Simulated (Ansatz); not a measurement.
Cartesian coordinates in Å:
```
Br -0.360 0.991 1.906
C -0.891 -0.112 0.288
Al 0.070 1.334 -0.579
Ge 0.872 -0.900 -0.335
H -1.825 -0.611 0.522
H -0.116 2.793 -1.141
H 0.527 -1.935 -1.427
H 1.723 -1.562 0.766
```

Total charge 0; spin multiplicity 1. The bonds changed during the relaxation, so this is another structure than the one it started from.

Question: List the r2SCAN/def2-TZVPP orbital energies in eV (the Gaussian-basis code of Ansatz). (An estimate is asked.)

Answer: Ansatz gave: Occupied: -13122.73, -10833.85, -1695.93, -1526.70, -1526.64, -1526.61, -1517.50, -1348.97, -1199.03, -1199.01, -1199.00, -274.15, -235.57, -175.83, -175.61, -175.53, -167.13, -116.86, -116.80, -116.78, -110.98, -71.29, -71.15, -71.07, -69.65, -69.61, -69.55, -69.39, -69.39, -30.13, -30.12, -30.08, -30.03, -30.02, -21.37, -16.80, -13.54, -11.70, -9.98, -9.32, -8.81, -8.45, -7.81, -6.08, -5.79. Lowest empty: -2.00, -1.40, -1.01, -0.02, 0.87, 1.22, 1.62, 2.13.
